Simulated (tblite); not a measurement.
Isomers of C2H11NSi2. Computed values, GFN2-xTB/tblite, gas phase, harmonic and unscaled. This tight-binding method is rough: wavenumbers can miss measured ones by several per cent, in bad cases by 10 to 20. Modes of hydrogen on silicon can be 10 to 20 % off. One conformer each.

Electronic energies: GFN2-xTB at the same geometries; isomer energies are rough at this level and their order can be wrong.

| SMILES | electronic energy, lowest = 0 (kcal/mol) |
| --- | --- |
| CN[SiH2][SiH2]C | 6.5 |
| CC[SiH2][SiH2]N | 6.7 |
| CN(C)[SiH2][SiH3] | 0.0 |

How do GFN2-xTB zero-point energies change the relative energies?

```tsv
SMILES	ZPE (kcal/mol)	of it from modes above 1550 cm⁻¹	electronic (kcal/mol)	with ZPE, lowest = 0 (kcal/mol)	lowest mode (cm⁻¹)	rings
CN(C)[SiH2][SiH3]	75.6	41.0	0.0	0.0	15i	0
CN[SiH2][SiH2]C	76.7	43.0	6.5	7.6	7	0
CC[SiH2][SiH2]N	77.1	43.7	6.7	8.2	24	0
```

The zero-point energies span 1.5 kcal/mol, from `CN(C)[SiH2][SiH3]` to `CC[SiH2][SiH2]N`. Slightly imaginary modes are left out of the zero-point energy: `CN(C)[SiH2][SiH3]` 15.1i cm⁻¹. The order is unchanged.
